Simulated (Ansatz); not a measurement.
The inner images of a band of FH + H7N3OTi (14 atoms, charge 0, multiplicity 1) are given out of order.

Method: RHF/def2-SVP (Ansatz 0.2.0).

First end point:

```xyz
14
Properties=species:S:1:pos:R:3
Ti -0.204 -0.075 -0.130
O -0.212 -0.442 1.670
H -0.637 -0.044 2.413
N 1.560 -0.108 -0.716
H 2.235 -0.706 -0.266
H 1.993 0.465 -1.415
N -0.939 1.607 -0.499
H -1.736 1.775 -1.085
H -0.550 2.478 -0.183
N -1.221 -1.346 -1.050
H -2.061 -1.765 -0.689
H -0.929 -1.826 -1.882
F 1.943 -1.930 1.937
H 1.167 -1.444 2.006
```

Last end point:

```xyz
14
Properties=species:S:1:pos:R:3
Ti 0.062 -0.632 -0.451
O 0.299 0.695 2.975
H -0.428 0.615 3.573
N 1.699 -0.308 -1.285
H 2.399 -1.014 -1.439
H 2.054 0.595 -1.542
N -0.755 0.985 -0.074
H -1.486 1.459 -0.570
H -0.541 1.442 0.800
N -0.990 -1.625 -1.631
H -1.848 -2.085 -1.380
H -0.769 -1.803 -2.594
F 0.285 -1.503 1.101
H 0.428 -0.179 2.628
```

Q: Put them in order from the first end to the last, with their energies above the first end.
A.
```xyz
14
Properties=species:S:1:pos:R:3
Ti -0.020 -0.618 -0.297
O 0.587 0.560 2.610
H -0.315 0.711 2.853
N 1.690 -0.255 -0.949
H 2.413 -0.944 -1.064
H 2.039 0.658 -1.175
N -0.908 1.010 -0.090
H -1.711 1.323 -0.602
H -0.576 1.717 0.542
N -0.977 -1.588 -1.563
H -1.620 -2.320 -1.313
H -0.874 -1.533 -2.559
F 0.018 -1.696 1.137
H 0.662 -0.385 2.582
```
B.
```xyz
14
Properties=species:S:1:pos:R:3
Ti 0.083 -0.552 -0.057
O 0.372 0.270 2.156
H -0.422 0.697 2.446
N 1.771 -0.178 -0.764
H 2.496 -0.867 -0.858
H 1.989 0.636 -1.308
N -0.878 1.093 -0.142
H -1.712 1.228 -0.683
H -0.558 1.971 0.226
N -0.990 -1.485 -1.274
H -1.181 -2.462 -1.139
H -1.271 -1.187 -2.190
F 0.249 -1.989 1.046
H 0.461 -0.534 2.652
```
C.
```xyz
14
Properties=species:S:1:pos:R:3
Ti 0.187 -0.480 -0.027
O -0.078 -0.033 2.125
H -0.773 0.502 2.478
N 1.832 -0.037 -0.794
H 2.621 -0.652 -0.703
H 1.976 0.633 -1.525
N -0.705 1.200 -0.318
H -1.667 1.310 -0.580
H -0.276 2.105 -0.232
N -1.034 -1.488 -1.031
H -1.006 -2.491 -0.991
H -1.529 -1.173 -1.843
F 0.797 -1.943 0.907
H 0.064 -0.813 2.646
```
D.
```xyz
14
Properties=species:S:1:pos:R:3
Ti 0.056 -0.208 0.017
O -0.076 -0.161 2.008
H -0.743 0.094 2.622
N 1.782 0.049 -0.649
H 2.514 -0.605 -0.434
H 2.044 0.643 -1.414
N -0.766 1.375 -0.525
H -1.732 1.467 -0.784
H -0.310 2.270 -0.554
N -1.073 -1.433 -0.836
H -0.948 -2.419 -0.687
H -1.613 -1.264 -1.664
F 0.855 -1.929 1.125
H 0.419 -1.238 1.887
```
E.
```xyz
14
Properties=species:S:1:pos:R:3
Ti -0.119 -0.016 -0.061
O -0.186 -0.315 1.752
H -0.614 0.123 2.471
N 1.663 0.090 -0.625
H 2.364 -0.533 -0.262
H 2.011 0.586 -1.425
N -0.899 1.592 -0.590
H -1.831 1.681 -0.953
H -0.442 2.486 -0.560
N -1.135 -1.368 -0.867
H -1.405 -2.206 -0.381
H -1.217 -1.513 -1.857
F 1.385 -2.312 1.569
H 0.834 -1.653 1.899
```

A: E (+0.07 eV), D (+0.49 eV), C (-0.28 eV), B (-0.32 eV), A (-0.41 eV).

The run took 6.3 min on 4 threads of Intel(R) Xeon(R) Platinum 8259CL CPU @ 2.50GHz (Skylake/Cascade Lake), on a shared host, peak memory 0.46 GiB.
